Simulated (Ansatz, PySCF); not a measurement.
C$_{5}$H$_{10}$O$_{2}$, triplet, geometry from GFN2-xTB (a higher spin typed on purpose: for a closed-shell molecule this is an excited state). Base run: CCSD(T)/STO-3G in PySCF.

The PySCF input:
```python
from pyscf import gto, scf, cc

mol = gto.Mole()
mol.atom = '''
    C    -0.73625456    0.18031274    1.50162581
    C    -0.60520756    0.18405462   -0.00498451
    C    -1.56034575   -0.77288188   -0.68318510
    C    -0.64173758    1.56773273   -0.61747268
    C     0.96848711   -0.34934101   -0.39686554
    O     1.84217162    0.55662477    0.13610481
    O     1.02552288   -1.59639469   -0.19987370
    H    -0.06594003    0.90706390    1.95627426
    H    -1.75933852    0.43698540    1.78035443
    H    -0.51929729   -0.80943847    1.89963957
    H    -2.57965495   -0.40056188   -0.57585168
    H    -1.49643221   -1.76237632   -0.23958998
    H    -1.33473584   -0.85712739   -1.74327402
    H     0.11509125    2.21377824   -0.18104230
    H    -0.48193302    1.52016241   -1.69168375
    H    -1.62417773    2.00495061   -0.43322171
    H     2.25521264    0.20545970    0.94383816
'''
mol.basis = 'sto-3g'
mol.spin = 2
mol.verbose = 4
mol.build()

mf = scf.UHF(mol)
mf.kernel()

mycc = cc.CCSD(mf)
mycc.kernel()
et = mycc.ccsd_t()
print('E(CCSD(T)) = %.10f' % (mycc.e_tot + et))
```

The same geometry, method and basis name were run in Ansatz (a program for electronic structure) and PySCF, at each program's defaults and at the settings that a row names. The base is PySCF at its defaults. Differences at the defaults can come from grids, fitting, cores and function types together.

```
code and settings                                                                 ΔE vs base (µEh)  basis functions      E (Eh)  SCF cycles  SCF-reference dipole (D)
--------------------------------------------------------------------------------  ----------------  ---------------  ----------  ----------  ------------------------
PySCF, defaults (exact integrals, spherical functions, all electrons correlated)               0.0               45  -340.85052          18                      1.21
Ansatz, defaults (factorised integrals, spherical functions, frozen core)                     2291               45  -340.84823           -                         -
PySCF, frozen core                                                                            2239               45  -340.84828          18                      1.21
Ansatz, high accuracy, frozen core                                                            2239               45  -340.84828           -                         -
```

Open shells are given as the SCF converged; they aren't shown to be the lowest states, and a large step between rows can be another state.
